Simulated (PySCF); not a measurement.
# Working out the ionisation energy of Br

Br [Ar] 3d10 4s2 4p5 (2P) → Br⁺ [Ar] 3d10 4s2 4p4 (3P). Computed with PySCF 2.14 in cc-pVTZ-PP with ECP10MDF (5s4p3d1f, 39 functions), with a scalar-relativistic core potential. Frozen: 3s2 3p6 3d10. Energies in hartree (1 hartree = 27.21139 eV):

| part | Br (lower) | Br⁺ (upper) |
| --- | --- | --- |
| UHF | -415.491391 | -415.096681 |
| CCSD correlation | -0.153556 | -0.123725 |
| (T) | -0.004422 | -0.003220 |

Task: What does Hartree-Fock give?

Result: (-415.096681) − (-415.491391) = 0.394710 hartree = 10.741 eV.

Task: What do CCSD and CCSD(T) give?

Result: The CCSD correlation energies differ by 0.029831 hartree = 0.812 eV and the triples by 0.001202 hartree = 0.033 eV, so CCSD gives 11.553 eV and CCSD(T) 11.586 eV.

Measured between the centres of the two terms (NIST): 11.844 eV, so CCSD(T) (valence) is off by -0.258 eV.

What remains against the reference includes basis incompleteness, the frozen core and higher excitations.
